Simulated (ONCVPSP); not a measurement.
## BLYP ONCV dataset for nickel (Ni), scalar-relativistic all-electron reference.

| Item | Value |
| --- | --- |
| Element | Ni (Z = 28) |
| Generator | ONCVPSP 4.0.1 |
| Type | optimised norm-conserving Vanderbilt (ONCV) |
| Functional | BLYP |
| Relativity | scalar-relativistic |
| Frozen core | [Ar] |
| Valence charge | 10 |
| Reference configuration | 3d8 4s2 |
| Partial waves | 4s: rc 2.05 bohr, ncon 4, nbas 9, qcut 2.9 1/bohr, 2 projectors, debl 0.9 Ha; p scattering state at 0.24 Ha: rc 1.70 bohr, ncon 4, nbas 7, qcut 5.4 1/bohr, 2 projectors, debl 1.9 Ha; 3d: rc 0.80 bohr, ncon 3, nbas 7, qcut 14 1/bohr, 2 projectors, debl 1 Ha |
| Local potential | polynomial inside 0.75 bohr (lpopt 5, dvloc0 0 Ha) |
| Core correction | none |

All-electron outer shells of the reference configuration (BLYP, scalar-relativistic, ld1.x):

| shell | level (eV) | outermost node (bohr) | outermost maximum (bohr) |
| --- | --- | --- | --- |
| 3p | -71.19 | 0.27 | 0.65 |
| 3d | -8.78 | – | 0.63 |
| 4s | -5.60 | 0.92 | 2.21 |

Task: Estimate the cutoffs (Ha) at which the residual kinetic energy of the hardest occupied pseudo-wave falls to 1 and 0.1 mHa per electron.

Result: 101 Ha and 312 Ha.

Task: What does a ghost test show?

Result: Ghosts flagged at negative energy: s at -205.7 eV, p at -308.9 eV, p at -43.3 eV; no localised positive-energy state flagged. A true bound ghost makes a file unfit for plane-wave use.

Task: Which valence shell sets the plane-wave cutoff?

Result: 3d: 101 Ha for 1 mHa per electron, against 6 Ha for 4s.

Task: Tests: 3d8 4s1; 3d8 4s0; 3d7 4s0; 3d8 4s0 4p2. Which has the largest error in its energy relative to the reference configuration, and how large is it?

Result: 3d7 4s0, with +107 meV (all-electron minus pseudo) on +64.37 eV.
